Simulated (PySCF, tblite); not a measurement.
Compound: C7H9N3Si.
Numbering: `[CH3:1][c:2]1[cH:3][cH:4][cH:5][c:6]2[c:7]([SiH3:8])[n:9][n:10][n:11]12` (hydrogens: H12, H13, H14 on C1; H15 on C3; H16 on C4; H17 on C5; H18, H19, H20 on Si8)

Computed geometry: GFN2-xTB, gas phase.

(1) List the bond lengths and angles at this level.

## Answers

(1) 
| bond | length (Å) |
| --- | --- |
| C1–C2 | 1.488 |
| C2–C3 | 1.364 |
| C3–C4 | 1.413 |
| C4–C5 | 1.365 |
| C5–C6 | 1.401 |
| C6–C7 | 1.401 |
| C7–Si8 | 1.867 |
| C7–N9 | 1.342 |
| N9–N10 | 1.286 |
| N10–N11 | 1.331 |
| C2–N11 | 1.359 |
| C6–N11 | 1.383 |
| C1–H12, C1–H13, C1–H14 | 1.088 |
| C3–H15 | 1.078 |
| C4–H16 | 1.079 |
| C5–H17 | 1.078 |
| Si8–H18, Si8–H20 | 1.469 |
| Si8–H19 | 1.457 |

Bonds in one row agree within 0.01 Å and their mean is given. A selection of angles:
| angle | degrees |
| --- | --- |
| C2–C1–H12 | 109.8 |
| C2–C1–H14 | 110.8 |
| H12–C1–H13 | 107.0 |
| H12–C1–H14 | 109.7 |
| C1–C2–C3 | 126.1 |
| C1–C2–N11 | 116.6 |
| C3–C2–N11 | 117.3 |
| C2–C3–C4 | 121.2 |
| C2–C3–H15 | 119.3 |
| C4–C3–H15 | 119.5 |
| C3–C4–C5 | 120.5 |
| C3–C4–H16 | 119.0 |
| C5–C4–H16 | 120.5 |
| C4–C5–C6 | 118.4 |
| C4–C5–H17 | 122.6 |
| C6–C5–H17 | 119.0 |
| C5–C6–C7 | 137.3 |
| C5–C6–N11 | 119.0 |
| C7–C6–N11 | 103.7 |
| C6–C7–Si8 | 130.2 |
| C6–C7–N9 | 106.9 |
| Si8–C7–N9 | 122.8 |
| C7–Si8–H18 | 108.6 |
| C7–Si8–H20 | 107.8 |
| H18–Si8–H19 | 111.3 |
| H18–Si8–H20 | 108.6 |
| C7–N9–N10 | 111.3 |
| N9–N10–N11 | 108.2 |
| C2–N11–N10 | 126.6 |
| C2–N11–C6 | 123.5 |
| C6–N11–N10 | 109.9 |

The 6-membered ring C2–C3–C4–C5–C6–N11 has internal angles of 117.3° to 123.5°; it is planar, 0.00 Å rms from its mean plane, widest ring torsion 0°. N9 (pyridine-type nitrogen) is bent (angle 111.3°). The C–C distances run from 1.364 Å (C2–C3, aromatic) to 1.488 Å (C1–C2, drawn single), a spread of 0.124 Å. N10 (pyridine-type nitrogen) is bent (angle 108.2°). N11 (pyrrole-type nitrogen) is planar (angles 126.6°, 123.5° and 109.9°, sum 360.0°, 0.00 Å off the plane of its three neighbours). The C–N distances run from 1.342 Å (C7–N9, aromatic) to 1.383 Å (C6–N11, aromatic), a spread of 0.041 Å. The N–N distances run from 1.286 Å (N9–N10, aromatic) to 1.331 Å (N10–N11, aromatic), a spread of 0.045 Å.

Point group: near Cs, missed by 0.22 Å at most; the miss may be what the optimiser left on a soft mode. Its GFN2-xTB frequencies are all real (lowest 45 cm⁻¹).
